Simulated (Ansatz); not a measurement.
Computed with Ansatz on PBE0-D4/def2-TZVP structures; ΔE is electronic, products minus reactants. CCSD(T)/CBS adds triple-zeta CCSD(T) − MP2 to the extrapolated MP2 energy (def2 sets, frozen cores). Functionals use def2-TZVPP. For Ge, Ti outer-core shells are correlated without core-valence functions, which leaves a few kJ/mol of doubt a bond. Scalar relativity is left out up to krypton. One conformer a species, not always the lowest.

`[OH][Ti]([SH])([Cl])[Cl]` + `[F][GeH2][SiH2]S` → `[SH][Ti]([SH])([Cl])[Cl]` + `O[SiH2][GeH2][F]`  (redistribution)

```csv
level,ΔE (kJ/mol)
ωB97M-V,13.1
MP2/CBS(def2),-9.1
```

Task: What does CCSD(T)/CBS give? (Estimate.)

Result: Computed: +4.6 kJ/mol. The listed levels differ from it by 8.5, -13.7 kJ/mol.

Largest T1 diagnostic among the species: 0.027, so the coupled-cluster value is less sure than usual.

In def2-TZVPP, CCSD(T) changes the Hartree–Fock value by −16.4 kJ/mol (the triples alone add −7.9 kJ/mol) and MP2 by −30.1 kJ/mol.
